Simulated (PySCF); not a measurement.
**SMILES [H]/P=C(/F)C(F)(F)F, C₂HF₄P**

Molfile (atoms numbered from 1):
```
C2HF4P
     RDKit          3D

  8  7  0  0  0  0  0  0  0  0999 V2000
   -0.1839    1.9659   -0.1253 F   0  0  0  0  0  0  0  0  0  0  0  0
    0.3255    0.7181   -0.1136 C   0  0  0  0  0  0  0  0  0  0  0  0
    1.9689    0.4962   -0.3579 P   0  0  0  0  0  0  0  0  0  0  0  0
   -0.7456   -0.3053    0.1405 C   0  0  0  0  0  0  0  0  0  0  0  0
   -1.3038   -0.1764    1.3515 F   0  0  0  0  0  0  0  0  0  0  0  0
   -0.2444   -1.5500    0.0792 F   0  0  0  0  0  0  0  0  0  0  0  0
   -1.7387   -0.2435   -0.7536 F   0  0  0  0  0  0  0  0  0  0  0  0
    1.9311   -0.8956   -0.2453 H   0  0  0  0  0  0  0  0  0  0  0  0
  8  3  1  0
  3  2  2  0
  2  1  1  0
  2  4  1  0
  4  5  1  0
  4  6  1  0
  4  7  1  0
M  END
```

Method: GIAO B3LYP/pcSseg-1 magnetisability, rotational g tensor and spin-rotation constants, non-relativistic, gas phase (PySCF 2.14.0). Geometry: GFN2-xTB.

**Question.** Give the nuclear spin-rotation constants along the inertial axes (H = +C I·J) beside the isotropic shieldings.

**Answer.** Rotational constants 3.2251, 1.7188, 1.3927 GHz. A star marks the isotopologue with that one atom substituted, in its own axes.
```csv
atom,isotope,Caa (kHz),Cbb (kHz),Ccc (kHz),mean (kHz),σ (ppm)
F1,19F,7.006,3.161,0.378,3.515,221.8
P3,31P,5.971,5.101,1.465,4.179,167.4
F5,19F,4.417,2.421,1.450,2.763,248.9
F6,19F,5.149,1.614,1.909,2.891,243.7
F7,19F,4.301,2.354,1.424,2.693,254.3
H8,1H,-0.248,0.102,-0.159,-0.102,25.7
C2,13C*,1.484,1.138,0.389,1.004,-46.1
C4,13C*,1.075,0.508,0.421,0.668,53.6
```
For the geometry as given, no vibrational averaging.
